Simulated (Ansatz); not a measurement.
B₃F₃. Total charge 0; singlet. Geometry relaxed at PBE0-D4/def2-SVP.

```
atom   x (Å)   y (Å)   z (Å)
  B1   0.702  -0.332   0.761
  B2  -0.611  -0.116  -0.891
  B3  -0.173   0.858   0.249
  F4   1.312  -1.444   0.960
  F5  -0.430   2.131   0.619
  F6  -0.799  -1.097  -1.698
```

The structure comes from a short search, and lower isomers may exist.

(1) Estimate the harmonic wavenumbers at RKS PBE0-D4/def2-SVP (Ansatz, unscaled). Is this a minimum?

Results:

(1) 91, 182, 195, 231, 374, 406, 551, 605, 843, 1294, 1535, 1701 cm⁻¹. Yes, no mode is imaginary beyond noise. Zero-point energy 47.9 kJ/mol. It took 24 s on 4 threads of Intel Xeon Platinum 8259CL on a shared host.
